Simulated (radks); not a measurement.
Neutral technetium, [Kr] 4d5 5s2. Method: non-relativistic Kohn-Sham, PBE, spin-polarised, spherical densities, point nucleus; computed with a radial shooting solver on a logarithmic mesh with Libxc functionals. Every spin shell is full or empty, so the densities are truly spherical. Functionals are evaluated on that one density, not self-consistently. Rank these orbital-free kinetic functionals by their error against the exact value of the orbitals, and give that value: Thomas-Fermi, von Weizsacker, TF + vW/9, TF + vW/5, revAPBEK, Perdew 92, Thakkar, Pearson, LKT, PG1, DePristo-Kress.

Answer. Exact: 4204.49 hartree. From best to worst, with 100 (|E| - |E exact|)/|E exact| (equal figures are ties): DePristo-Kress -0.06, revAPBEK +0.34, Thakkar -0.51, Perdew 92 -0.66, TF + vW/9 -0.67, Pearson -0.96, TF + vW/5 +3.21, Thomas-Fermi -5.53, PG1 +16.04, LKT +20.36, von Weizsacker -56.30.
